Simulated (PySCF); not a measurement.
# Working out the ionisation energy of Fe¹²⁺

Fe¹²⁺ [Ne] 3s2 3p2 (3P) → Fe¹³⁺ [Ne] 3s2 3p1 (2P). Calculation: PySCF 2.14, in an uncontracted even-tempered set (17 s from 0.69 bohr⁻², ratio 2.5; 11 p from 0.9 bohr⁻², ratio 2.5; 5 d from 5 bohr⁻², ratio 2.7; 4 f from 7.5 bohr⁻², ratio 2.7); no relativity, point nucleus. Frozen: 1s2; the 17 highest virtual orbitals dropped. Energies in hartree (1 hartree = 27.21139 eV):

```csv
part,Fe¹²⁺ (lower),Fe¹³⁺ (upper)
UHF,-1201.428363,-1188.288389
MP2 opposite-spin,-0.324089,-0.314644
MP2 same-spin,-0.111171,-0.099793
```

Q: What does Hartree-Fock give?

A: (-1188.288389) − (-1201.428363) = 13.139974 hartree = 357.557 eV.

Q: What do MP2 and SCS-MP2 (6/5 opposite-spin, 1/3 same-spin) give?

A: The opposite-spin parts differ by 0.257 eV and the same-spin parts by 0.310 eV. MP2: 357.557 + (0.257) + (0.310) = 358.124 eV. SCS-MP2: 357.557 + 1.2 × (0.257) + (0.310)/3 = 357.969 eV.

A first-order spin-orbit estimate adds -0.060 eV to MP2 (outer shells), giving 358.064 eV against 361 ± 0.7 eV (semi-empirical (NIST evaluation); NIST Atomic Spectra Database, ionization energies).

The calculation is non-relativistic.

What remains against the reference includes basis incompleteness, the frozen core and correlation beyond second order.
